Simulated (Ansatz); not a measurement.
One change: `CC(C)[O][AlH][F]` becomes `CC(C)[O][Sn][OH]`.

Ansatz, PBE0-D4/def2-TZVP geometries, multiplicity 1. Each molecule was computed in one conformer, which needn't be the lowest.

Elements past krypton have def2 core potentials.

| property | `CC(C)[O][AlH][F]` |
| --- | --- |
| LUMO energy (B3LYP/def2-TZVPP) / eV | -0.65 |
| size of the dipole moment (B3LYP/def2-TZVPP) / D | 1.35 |
| HOMO–LUMO gap (ωB97M-V/def2-TZVPP) / eV | 11.78 |
| HOMO energy (PBE/def2-TZVPP) / eV | -6.81 |
| LUMO energy (PBE0/def2-TZVPP) / eV | -0.40 |
| LUMO energy (ωB97M-V/def2-TZVPP) / eV | 1.11 |

(1) Give the same properties after the change, and the shifts. (Estimate.)

Results:

(1) The calculation gave: 
| property | `CC(C)[O][Sn][OH]` | shift |
| --- | --- | --- |
| LUMO energy (B3LYP/def2-TZVPP) / eV | -2.06 | -1.41 |
| size of the dipole moment (B3LYP/def2-TZVPP) / D | 1.03 | -0.32 |
| HOMO–LUMO gap (ωB97M-V/def2-TZVPP) / eV | 9.72 | -2.06 |
| HOMO energy (PBE/def2-TZVPP) / eV | -6.20 | 0.61 |
| LUMO energy (PBE0/def2-TZVPP) / eV | -1.82 | -1.42 |
| LUMO energy (ωB97M-V/def2-TZVPP) / eV | -0.13 | -1.24 |

With PBE0 the HOMO rises by 0.68 eV and the LUMO falls by 1.42 eV, so the gap narrows by about 2.10 eV. PBE moves the HOMO by 0.61 eV and ωB97M-V by 0.81 eV. Dipoles are sizes alone; their direction can turn.

B3LYP here is the variant with VWN-RPA as its local correlation; programs differ in this.
